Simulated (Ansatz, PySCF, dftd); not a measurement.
System: Si₂H₄Cl, charge 0, doublet. Si2H4Cl (SMILES [SiH2][SiH2]Cl, doublet).
B3LYP-D3(BJ)/def2-TZVP minimum from Ansatz (a program for electronic structure):
```xyz
7

Si     0.3164     0.5603    -0.5398
Cl     1.4427    -0.2255     1.0167
Si    -1.8307    -0.3361    -0.4047
H      0.2720     2.0305    -0.3842
H      1.0267     0.2311    -1.7977
H     -2.7690     0.2504    -1.3965
H     -1.8571    -1.8178    -0.4832
```
Charge 0, spin multiplicity 2.

Quantity: enthalpy of formation at 298 K (by atomisation, with rigid-rotor harmonic-oscillator terms from PySCF's Hessian at B3LYP-D3(BJ)/def2-TZVP and the atoms' measured values of the G2/97 table; no spin-orbit terms), in kJ/mol. UHF or UKS for unpaired electrons; spin-orbit terms are left out. Cores are frozen in correlated methods. Rows without X2C or -DK are non-relativistic. CBS(X,Y): correlation extrapolated as X^-3, Hartree-Fock from the larger set. A bracket is a step between two methods taken in the basis named. Functionals run without relativity, which enters their misses. Double hybrids freeze cores in their MP2 part. 'core' is core correlation in cc-pwCVTZ (1s frozen past Ne), 'X2C' scalar relativity in cc-pVTZ-DK, both at CCSD(T). Where a partner has so few electrons that a lower coupled-cluster level is exact, that level stands in.

```tsv
level	program	enthalpy of formation at 298 K (kJ/mol)	difference against the last row
B3LYP-D4/def2-TZVPD	Ansatz + dftd4	51.2	9.9
B2GP-PLYP-D4/def2-TZVPD	Ansatz + dftd4	81.3	40.0
CCSD(T)/cc-pV(T+d)Z	Ansatz	103.4	62.1
CCSD(T)/cc-pV(Q+d)Z	Ansatz	61.7	20.4
CCSDT(Q)/cc-pV(D+d)Z	Ansatz	211.1	169.8
CCSD(T)/CBS(cc-pV(T+d)Z,cc-pV(Q+d)Z) + [CCSDT(Q) - CCSD(T)]/cc-pV(D+d)Z + core + X2C	Ansatz	41.3	0.0
```
